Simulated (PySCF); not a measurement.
Electron correlation in Tl (thallium, neutral)

[Xe] 4f14 5d10 6s2 7s1, 2S determinant (an excited configuration). Computed with PySCF 2.14 in aug-cc-pVQZ-PP with ECP60MDF (7s7p5d3f2g, 92 functions), with a scalar-relativistic core potential. Frozen: 5s2 5p6 5d10; 3 electrons correlated.

| level | correlation energy (mhartree) |
| --- | --- |
| CCSD | -32.85 |
| (T) | -0.44 |
| CCSD(T) | -33.29 |

Diagnostics: T1 = 0.016, D1 = 0.0402, largest double amplitude 0.062.

Q: Is a single reference adequate?

A: Yes, within this model without spin-orbit coupling: T1 lies below 0.03 and no double amplitude reaches 0.07.
